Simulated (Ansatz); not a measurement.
Reaction (cleavage of the Si–Al bond): `[OH][Al]([OH])[SiH3]` + `[OH][Ga]([OH])[Cl]` → `[OH][Ga]([Cl])[O][SiH3]` + `[OH][AlH][OH]`

Isolated molecules relaxed with PBE0-D4/def2-TZVP in Ansatz; ΔE leaves out vibrations. CBS: MP2 limit from def2 TZ/QZ plus the TZ coupled-cluster correction, frozen cores. This one scheme is used for every species. DFT in def2-TZVPP. For Ga outer-core shells are correlated without core-valence functions, which leaves a few kJ/mol of doubt a bond. Scalar relativity is left out up to krypton. One conformer a species, not always the lowest.

`[OH][Al]([OH])[SiH3]`:

Z-matrix (Å, degrees):
```
Si
Al 1 2.432
H 1 1.488 2 111.7
H 1 1.489 2 111.1 3 -120.9
H 1 1.490 2 110.5 3 120.0
O 2 1.694 1 117.7 3 166.6
O 2 1.694 1 118.6 3 -13.9
H 6 0.955 2 126.9 1 179.1
H 7 0.955 2 126.6 1 -179.2
```

`[OH][Ga]([OH])[Cl]`:

Cartesian coordinates in Å:
```
O 1.454 0.172 0.353
Ga -0.272 0.192 -0.049
O -1.114 -1.329 -0.360
Cl -1.355 2.012 -0.167
H 1.824 1.045 0.504
H -0.537 -2.093 -0.281
```

`[OH][Ga]([Cl])[O][SiH3]`:

```xyz
9

O    -0.597   -2.856    0.544
Ga   -0.543   -1.106    0.759
Cl   -1.430   -0.226    2.464
O     0.254   -0.103   -0.454
Si    0.547    1.492   -0.698
H    -0.163   -3.141   -0.265
H    -0.725    2.241   -0.878
H     1.285    2.078    0.453
H     1.371    1.622   -1.926
```

`[OH][AlH][OH]`:

```xyz
6

O    -0.921   -1.061    0.552
Al   -0.404    0.336   -0.251
O     1.213    0.818   -0.370
H    -0.368   -1.695    1.002
H    -1.491    1.239   -0.925
H     1.970    0.364   -0.008
```

CCSD(T)/CBS gives -0.93 eV.

Q: Another level gave -0.97 eV. Which?
A. CCSD/def2-TZVPP
B. ωB97X-V/def2-TZVPP
C. r2SCAN/def2-TZVPP
D. PBE0/def2-TZVPP

A: A. CCSD/def2-TZVPP -0.97, PBE0 -0.73, r2SCAN -0.86, ωB97X-V -0.91 eV.

Largest T1 diagnostic among the species: 0.013.

The D4 term adds −0.04 eV with B3LYP and −0.02 eV with PBE0; it sums over pairs of atoms, weighted by their polarisabilities, and B3LYP, whose exchange is more repulsive, gets the larger term. From PBE to PBE0 (25 % exact exchange), in def2-TZVPP and without D4, ΔE moves by −0.10 eV.

B3LYP here is the variant with VWN-RPA as its local correlation; programs differ in this.
